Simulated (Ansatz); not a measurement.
Ansatz (a first-principles code) input (CCSD(T)/def2-SVPD):

Ansatz 0.2 input:
```yaml
crystal:
  periodic: [false, false, false]
  atoms:
    - {symbol: W, position_ang: [-0.00000000, -0.00000000, 0.00000000]}
    - {symbol: Cl, position_ang: [1.78888256, -0.59938166, -1.25235153]}
    - {symbol: Cl, position_ang: [0.67599292, 0.45464740, 2.11283526]}
    - {symbol: Cl, position_ang: [-0.96586825, 1.84162612, -0.89624511]}
    - {symbol: Cl, position_ang: [-1.49900723, -1.69689186, 0.03576138]}
basis:
  gaussian:
    orbitals: def2-SVPD
magnetization: {spin_polarized: true, initial_magnetization: 2}
correlation: {method: ccsd_t, electrons: outside_noble_gas}
output: {forces: true}
```

Output:

```
Functional definition: HF
integrals: 0.56 GiB planned
1300 factors; integrals over basis functions are off by at most 6.5e-4 eV
mean field: 1.52 GiB planned
mean field evaluation 1: about -51807.2944 eV, gradient 2.5e1 eV
mean field evaluation 2: about -51807.5679 eV, gradient 2.5e1 eV
mean field evaluation 4: about -51811.2385 eV, gradient 2.8e0 eV
mean field evaluation 8: about -51811.3598 eV, gradient 1.9e-1 eV
mean field evaluation 16: about -51807.4172 eV, gradient 1.7e1 eV
mean field evaluation 32: about -51811.2247 eV, gradient 2.3e0 eV
mean field evaluation 64: about -51811.3487 eV, gradient 3.9e-1 eV
mean field evaluation 96: about -51809.9678 eV, gradient 3.6e-2 eV
mean field evaluation 128: about -51809.5349 eV, gradient 1.7e-1 eV
mean field evaluation 160: about -51808.7185 eV, gradient 1.3e0 eV
mean field evaluation 192: about -51803.9751 eV, gradient 2.7e1 eV
mean field evaluation 224: about -51805.3228 eV, gradient 3.0e1 eV
mean field evaluation 256: about -51809.5399 eV, gradient 1.6e-3 eV
mean field evaluation 288: about -51808.3090 eV, gradient 9.9e-1 eV
mean field evaluation 320: about -51808.4780 eV, gradient 1.0e0 eV
mean field evaluation 352: about -51800.7896 eV, gradient 2.3e1 eV
mean field evaluation 384: about -51809.8048 eV, gradient 3.0e-3 eV
mean field evaluation 416: about -51809.2457 eV, gradient 8.7e-2 eV
mean field evaluation 448: about -51803.2818 eV, gradient 1.8e1 eV
mean field evaluation 480: about -51805.2183 eV, gradient 5.7e-2 eV
mean field evaluation 512: about -51809.8048 eV, gradient 7.7e-5 eV
mean field evaluation 544: about -51811.3610 eV, gradient 2.7e-4 eV
mean field evaluation 576: about -51808.1911 eV, gradient 1.2e1 eV
mean field evaluation 608: about -51809.5353 eV, gradient 3.3e-1 eV
mean field -51811.36099313 eV, -1904.0323974956 hartree, gradient 9.7e-6 eV, S^2 2.022100; 12 other end points of the search recorded, 0 dependent functions left out
determinant -51811.36099313 eV, -1904.0323974956 hartree, with singles and doubles -51832.14476058 eV, -1904.7961868616 hartree
determinant -51809.96781260 eV, -1903.9811990556 hartree, with singles and doubles -51830.88021169 eV, -1904.7497155473 hartree
determinant -51809.80478473 eV, -1903.9752078918 hartree, with singles and doubles -51830.77313884 eV, -1904.7457806927 hartree
determinant -51809.53992641 eV, -1903.9654745279 hartree, with singles and doubles -51830.58834443 eV, -1904.7389896231 hartree
determinant -51809.24596000 eV, -1903.9546714617 hartree, with singles and doubles -51830.37456125 eV, -1904.7311332361 hartree
determinant -51808.37497623 eV, -1903.9226633986 hartree, with singles and doubles -51829.50237673 eV, -1904.6990810463 hartree
determinant -51808.30224716 eV, -1903.9199906544 hartree, with singles and doubles -51829.45971270 eV, -1904.6975131721 hartree
24 core orbitals not correlated
reference -51811.36099313 eV, -1904.0323974956 hartree; 18, 16 occupied and 101, 103 virtual orbitals, 1300 factors
densities: 3.67 GiB planned
second order -19.78583999 eV of doubles, -0.00000000 eV of singles
coupled cluster: 2.20 GiB planned
cycle   1  -20.77394577 eV  change   -4.2e-1 eV  update   3.3e-2
cycle   2  -20.81424145 eV  change   -4.0e-2 eV  update   7.6e-3
cycle   3  -20.81577530 eV  change   -1.5e-3 eV  update   3.5e-3
cycle   4  -20.81894408 eV  change   -3.2e-3 eV  update   8.4e-4
cycle   5  -20.81829135 eV  change    6.5e-4 eV  update   4.4e-4
cycle   6  -20.81858452 eV  change   -2.9e-4 eV  update   1.6e-4
cycle   7  -20.81862983 eV  change   -4.5e-5 eV  update   6.6e-5
cycle   8  -20.81863864 eV  change   -8.8e-6 eV  update   2.1e-5
cycle   9  -20.81863965 eV  change   -1.0e-6 eV  update   7.9e-6
cycle  10  -20.81863943 eV  change    2.2e-7 eV  update   2.6e-6
cycle  11  -20.81864009 eV  change   -6.6e-7 eV  update   9.0e-7
cycle  12  -20.81864020 eV  change   -1.1e-7 eV  update   4.0e-7
perturbative correction -0.83565040 eV, -0.0307095858 hartree
the calculation of the forces begins
Total energy: -51833.01528373 eV, -1904.8281779974 hartree
Atom 0 at    -0.000000    -0.000000     0.000000 Å, force    -0.000001     0.000000    -0.000000 eV/Å
Atom 1 at     1.788883    -0.599382    -1.252352 Å, force     0.412000    -0.138044    -0.288430 eV/Å
Atom 2 at     0.675993     0.454647     2.112835 Å, force     0.155689     0.104710     0.486609 eV/Å
Atom 3 at    -0.965868     1.841626    -0.896245 Å, force    -0.222450     0.424147    -0.206415 eV/Å
Atom 4 at    -1.499007    -1.696892     0.035761 Å, force    -0.345238    -0.390813     0.008236 eV/Å
Dipole moment:    -0.000000     0.000000    -0.000000 e Å
```

The spin state was set by rule; other spins were not relaxed.
